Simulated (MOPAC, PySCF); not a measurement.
CHClGeO, SMILES `O=[CH][Ge][Cl]` (lower singlet; O–C–Ge–Cl torsion 101°), neutral singlet in the gas phase. This singlet lies 1.13 eV below the relaxed triplet at the level frozen-core CCSD(T)/cc-pVTZ // B3LYP-D3(BJ)/def2-TZVP (Ansatz).

Cartesian coordinates (Å):
SMILES: O=[CH][Ge][Cl]
```xyz
5

O     -1.1357    -0.9078    -0.2201
C     -0.7434     0.2316    -0.0322
Ge     0.7708    -0.3083     1.2046
Cl     2.3124    -0.1022    -0.3874
H     -1.2041     1.0867    -0.5649
```
Charge 0, spin multiplicity 1.

All levels are single points at this geometry (B3LYP-D3(BJ)/def2-TZVP); Pople sets use spherical d functions. Orbital energies aren't observables, and empty levels follow the basis.

| level | HOMO (eV) | LUMO (eV) | gap (eV) | dipole (D) | vertical IE, Delta-SCF (eV) |
|---|---|---|---|---|---|
| B3LYP-D3(BJ)/def2-TZVP in PySCF | -6.72 | -2.79 | 3.93 | 2.61 | – |
| PBE-D3(BJ)/def2-TZVP in PySCF | -5.71 | -3.35 | 2.36 | 2.40 | – |
| B3LYP/6-311+G** (LANL2DZ on Ge) in PySCF | -6.90 | -2.99 | 3.91 | 2.95 | – |
| B3LYP/6-31G* in PySCF | -6.63 | -2.74 | 3.90 | 2.70 | 9.02 |
| B3LYP/LANL2DZ in PySCF | -6.85 | -2.96 | 3.89 | 3.10 | – |
| BP86/6-31G* in PySCF | -5.75 | -3.39 | 2.36 | 2.54 | – |
| SVWN5/6-31G* in PySCF | -5.75 | -3.49 | 2.26 | 2.54 | 8.94 |
| HF/3-21G in PySCF | -9.78 | 0.21 | 9.99 | 3.92 | – |
| HF/6-31G* in PySCF | -9.74 | 0.39 | 10.12 | 3.25 | – |
| HF/STO-3G in PySCF | -7.16 | 3.81 | 10.97 | 3.08 | – |
| AM1 in MOPAC | -9.26 | -2.06 | 7.20 | 2.21 | – |
| PM6 in MOPAC | -8.79 | -1.54 | 7.24 | 3.12 | – |
| PM7 in MOPAC | -8.55 | -1.53 | 7.03 | 4.27 | – |
